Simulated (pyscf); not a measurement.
# H₂As–InH₂, singlet

Gas-phase minimum from PySCF at ωB97X-D3(BJ)/def2-SVP, one conformer. 

```
In
H 1 1.7286
H 1 1.7286 2 121.28
As 1 2.5603 2 119.33 3 177.04
H 4 1.5196 1 92.37 2 138.30
H 4 1.5196 5 93.67 1 92.52
```
Charge 0, spin multiplicity 1.

Properties at ωB97X-D3(BJ)/def2-SVP:

```json
{
  "harmonic_wavenumbers_unscaled": "153, 238, 320, 429, 574, 610, 631, 1017, 1818, 1823, 2257, 2268 cm⁻¹",
  "zero_point_energy": "17.4 kcal/mol",
  "rotational_symmetry_number": "1",
  "Entropy of this conformer at 298 K and 1 atm, rigid rotor and harmonic oscillator, modes under 100 cm⁻¹ raised to 100": "313.6 J/(mol K)",
  "dipole_moment": "0.63 D"
}
```

Single-point totals, which compare only within one level (frozen core for MP2 and CC):

| level | total energy (hartree) |
|---|---|
| ωB97X-D3(BJ)/def2-TZVP | -2428.42418 |
| PBE/def2-TZVP | -2428.05363 |
| r²SCAN/def2-TZVP | -2428.45798 |
| B3LYP-D3(BJ)/def2-TZVP | -2428.52295 |
| PBE0-D3(BJ)/def2-TZVP | -2428.12637 |
| M06-2X/def2-TZVP | -2428.32433 |
| ωB97M-D3(BJ)/def2-TZVP | -2428.44080 |
| HF/def2-TZVPP | -2425.72539 |
| MP2/def2-TZVPP | -2426.29708 |
| CCSD/def2-TZVPP | -2426.31386 |
| CCSD(T)/def2-TZVPP | -2426.33263 |

Soft torsions are taken as harmonic, which can shift the entropy by several J/(mol K). The CCSD(T) − MP2 part came from Ansatz, without density fitting, on the same reference. The frozen core leaves the outer d or s,p core shells of the metals and heavy elements correlated in the MP2 and CC values, and def2-TZVPP describes them poorly, so these totals are far from the basis limit. Elements up to Kr have no core potential and no relativistic terms here. Elements past Kr carry the def2 core potentials, without spin-orbit coupling.
